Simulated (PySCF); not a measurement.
From results back to the method.

2-chloropyridine, C5H4ClN.
SMILES: `Clc1ccccn1`

The closed-shell ground state was solved 4 times with PySCF (density fitting, gas phase), always in the pcSseg-2 basis (315 functions), with these functionals: B97-2, KT3, PBE0 and wB97X-D. Isolated species at its PBE0-D3(BJ)/def2-TZVP geometry, gas phase.

```csv
row,total energy (Eh),HOMO (eV),LUMO (eV),dipole (D)
P,-707.9421,-7.32,-1.23,3.35
Q,-707.5547,-7.56,-1.19,3.36
R,-715.0939,-6.54,-2.04,3.18
S,-707.9043,-9.31,0.57,3.45
```

**Question.** Which functional belongs to which row?

**Answer.** P = B97-2, Q = PBE0, R = KT3, S = wB97X-D. By rising HOMO–LUMO gap: KT3 (GGA) 4.50 eV; B97-2 (global hybrid, 21 % exact exchange) 6.09 eV; PBE0 (global hybrid, 25 % exact exchange) 6.37 eV; wB97X-D (range-separated hybrid) 9.88 eV. Total energies of different functionals aren't bounds to one another; each is stationary for its own functional.

wB97X-D is run here without its empirical dispersion term; that term would change no orbital, density or response property at a fixed geometry.
